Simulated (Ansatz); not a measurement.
One change: `NB(S)Br` becomes `NB(Br)O[SiH3]`.

Ansatz, PBE0-D4/def2-TZVP geometries, multiplicity 1. Each molecule was computed in one conformer, which needn't be the lowest.

Scalar relativity is left out up to krypton.

| property | `NB(S)Br` |
| --- | --- |
| LUMO energy (PBE/def2-TZVPP) / eV | -0.75 |
| LUMO energy (PBE0/def2-TZVPP) / eV | 0.16 |
| size of the dipole moment (B3LYP/def2-TZVPP) / D | 1.86 |
| HOMO energy (B3LYP/def2-TZVPP) / eV | -7.28 |
| HOMO–LUMO gap (B3LYP/def2-TZVPP) / eV | 7.15 |
| HOMO–LUMO gap (PBE/def2-TZVPP) / eV | 5.53 |

(1) What does the change do to each property? (Estimate.)

Results:

(1) The calculation gave: 
| property | `NB(Br)O[SiH3]` | shift |
| --- | --- | --- |
| LUMO energy (PBE/def2-TZVPP) / eV | -0.65 | 0.10 |
| LUMO energy (PBE0/def2-TZVPP) / eV | 0.19 | 0.03 |
| size of the dipole moment (B3LYP/def2-TZVPP) / D | 1.96 | 0.10 |
| HOMO energy (B3LYP/def2-TZVPP) / eV | -7.75 | -0.47 |
| HOMO–LUMO gap (B3LYP/def2-TZVPP) / eV | 7.70 | 0.55 |
| HOMO–LUMO gap (PBE/def2-TZVPP) / eV | 6.01 | 0.48 |

Dipoles are sizes alone; their direction can turn.

B3LYP here is the variant with VWN-RPA as its local correlation; programs differ in this.

Spin–orbit coupling is left out; it splits and shifts lone-pair levels of the heavy atoms by tenths of an eV.
